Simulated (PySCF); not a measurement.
# GeH⁻ at UHF-CCSD(T)

Computed with UHF-CCSD(T); basis Ge def2-TZVPPD, H def2-TZVPPD; no relativity; PySCF 2.14.

```
state                          : ³Σ⁻ (triplet), unpaired electrons π ↑↑
bond length                    : 1.628 Å
harmonic wavenumber            : 1687 cm⁻¹
force constant                 : 1.67 mdyn/Å
rotational constant Be         : 6.397 cm⁻¹
anharmonicity ωexe             : 36.6 cm⁻¹
vibration–rotation constant αe : 0.224 cm⁻¹
```

Correlated steps freeze 9 core orbitals. Spin–orbit coupling is left out. The state is the lowest determinant that a PBE0 search found; another state may lie lower at other levels.
